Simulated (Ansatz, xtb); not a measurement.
# Two structures of F2H4In2

We compare X, a singlet given by its coordinates, with Y, a singlet given by its coordinates. Both are gas-phase species (loosely bound parts included), relaxed with PBE0-D4/def2-SVP.

X (Å):

```xyz
8

F    -0.2349   -0.5120   -0.0003
F     1.2838   -1.9595    1.0460
In    2.0374   -0.2828   -0.6762
In   -0.2306    1.2708    1.3166
H     0.4533   -1.5458    0.7454
H    -0.5014    0.5706    2.8636
H    -1.1488    2.4116    0.4118
H     1.5493    1.3104    0.8587
```

Close contacts (Å): F1–In3 2.38, F1–In4 2.22, F2–In3 2.52, In3–In4 3.40, F2–H5 0.98, In3–H5 2.48, In3–H8 2.27, In4–H6 1.72, In4–H7 1.72, In4–H8 1.84.

Y (Å):

```xyz
8

F    -0.8277    0.1493    1.0141
F     0.8270   -0.1493   -1.0146
In    0.1378    1.6815   -0.1351
In   -0.1378   -1.6815    0.1350
H    -1.0635    2.2644   -1.2006
H     1.4316    2.2225    0.8406
H     1.0639   -2.2632    1.2009
H    -1.4313   -2.2238   -0.8403
```

Close contacts (Å): F1–In3 2.14, F1–In4 2.14, F2–In3 2.14, F2–In4 2.14, In3–H5 1.71, In3–H6 1.71, In4–H7 1.71, In4–H8 1.71.

Estimate E(Y) − E(X) at the level CCSD(T)/def2-SVP + ΔMP2/def2-TZVPP.

Calculated at CCSD(T)/def2-SVP + ΔMP2/def2-TZVPP: E(Y) − E(X) = −23.1 kJ/mol, so structure Y lies lower.

How the difference moves with the method:

```json
{"level": "PBE0-D4/def2-SVP", "geometry": "PBE0-D4/def2-SVP", "E(Y) − E(X) (kJ/mol)": "−27.1", "departure from the last row (kJ/mol)": "−4.0", "job, with rough time for the two": "optimisation, 51 s"}
{"level": "HF/def2-SVP", "geometry": "PBE0-D4/def2-SVP", "E(Y) − E(X) (kJ/mol)": "−88.6", "departure from the last row (kJ/mol)": "−65.5", "job, with rough time for the two": "part of the CCSD(T) run"}
{"level": "MP2/def2-SVP", "geometry": "PBE0-D4/def2-SVP", "E(Y) − E(X) (kJ/mol)": "−75.2", "departure from the last row (kJ/mol)": "−52.2", "job, with rough time for the two": "part of the CCSD(T) run"}
{"level": "CCSD(T)/def2-SVP", "geometry": "PBE0-D4/def2-SVP", "E(Y) − E(X) (kJ/mol)": "−62.6", "departure from the last row (kJ/mol)": "−39.6", "job, with rough time for the two": "single point"}
{"level": "CCSD(T)/def2-SVP + ΔMP2/def2-TZVPP", "geometry": "PBE0-D4/def2-SVP", "E(Y) − E(X) (kJ/mol)": "−23.1", "departure from the last row (kJ/mol)": "", "job, with rough time for the two": "single point, 23 s"}
```

The levels shown agree on the order. The largest departure from CCSD(T)/def2-SVP + ΔMP2/def2-TZVPP is that of HF/def2-SVP, 65.5 kJ/mol. Levels run at GFN2-xTB geometries aren't shown. The last row adds to CCSD(T) the change of the MP2 difference between the two basis sets, here +39.6 kJ/mol, a large step that makes the value less sure.

With harmonic frequencies from PBE0-D4/def2-SVP (ideal gas, rigid rotor, one conformer each, 298.15 K, 1 atm): on the last row, ΔE + ΔZPE = −31.7, ΔH = −32.6, ΔG = −24.2 kJ/mol.

The correlated steps freeze 10 core orbitals; the filled d shell of In is correlated, in a basis made for valence electrons. Atoms past krypton carry core potentials in the def2 sets and no spin–orbit term is included. Mirror images aren't counted in ΔG. Programs: Ansatz 0.2.0; the last row on 2 threads of AMD EPYC 9R45 96-Core Processor (Zen 5) on a shared host.
